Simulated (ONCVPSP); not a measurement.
## u(r) = r·R(r): atom against pseudo-atom (Mg)

Columns: radius, all-electron u(r) and pseudo u(r) of the 2s shell (level -79.96 eV) of magnesium in the configuration [He] 2s2 2p6 3s2; revPBE, scalar-relativistic, ONCV scheme, ONCVPSP 4.0.1.

| r (bohr) | all-electron | pseudo |
| --- | --- | --- |
| 0.065 | -0.5587 | 0.2261 |
| 0.130 | -0.3273 | 0.4425 |
| 0.195 | 0.1087 | 0.6405 |
| 0.260 | 0.5240 | 0.8125 |
| 0.325 | 0.8451 | 0.9527 |
| 0.390 | 1.0611 | 1.0579 |
| 0.455 | 1.1844 | 1.1270 |
| 0.520 | 1.2347 | 1.1610 |
| 0.585 | 1.2313 | 1.1628 |
| 0.650 | 1.1910 | 1.1371 |
| 0.715 | 1.1269 | 1.0893 |
| 0.780 | 1.0487 | 1.0251 |
| 0.845 | 0.9635 | 0.9503 |
| 0.910 | 0.8763 | 0.8697 |
| 0.975 | 0.7905 | 0.7877 |
| 1.040 | 0.7084 | 0.7074 |
| 1.105 | 0.6313 | 0.6311 |
| 1.170 | 0.5600 | 0.5600 |
| 1.235 | 0.4949 | 0.4949 |
| 1.300 | 0.4359 | 0.4358 |
| 1.365 | 0.3828 | 0.3828 |
| 1.430 | 0.3354 | 0.3354 |
| 1.495 | 0.2933 | 0.2932 |
| 1.560 | 0.2559 | 0.2558 |
| 1.625 | 0.2229 | 0.2229 |
| 1.690 | 0.1938 | 0.1938 |

How many radial nodes do the two functions have?

The all-electron 2s function has n − l − 1 = 1; the pseudo-wave has 0, since the states of the same l below it are removed with the core.

At about which radius was the pseudo-wave matched?

1.30 bohr. The columns agree to 0.0005 from 1.10 bohr on; several derivatives are matched, so the curves merge somewhat inside the radius.

Where does each function peak?

Outermost all-electron maximum near 0.52 bohr, pseudo maximum near 0.58 bohr (to the table’s step).

Is the pseudo-wave norm-conserving?

Yes: the ONCV scheme keeps the norm inside the radius equal to the all-electron one, which fixes the energy derivative of the logarithmic derivative at the level.
